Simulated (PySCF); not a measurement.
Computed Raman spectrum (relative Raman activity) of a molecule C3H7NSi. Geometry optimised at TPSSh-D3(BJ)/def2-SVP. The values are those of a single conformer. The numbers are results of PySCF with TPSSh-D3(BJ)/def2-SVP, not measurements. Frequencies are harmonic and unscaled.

Lines under 2 % of the strongest are left out, and lines within 2 cm⁻¹ are merged.

ν (cm⁻¹): 532 (w), 660 (vw), 681 (w), 706 (w), 921 (w), 931 (w), 953 (w), 984 (w), 992 (w), 994 (vw), 1086 (w), 1106 (vw), 1224 (vw), 1362 (vw), 1466 (w), 1609 (m), 2201 (vs), 2261 (vs), 2268 (s), 3043 (s), 3106 (s), 3199 (s), 3279 (vs) (against the strongest line: vs over 80 %, s over 45 %, m over 15 %, w over 4 %, vw less)

Problem. Identify the compound among the candidates.
(A) C#CC[SiH2]N
(B) NCC#C[SiH3]
(C) C#CCN[SiH3]
(D) [SiH3]N1C=CC1

Solution. D, [SiH3]N1C=CC1
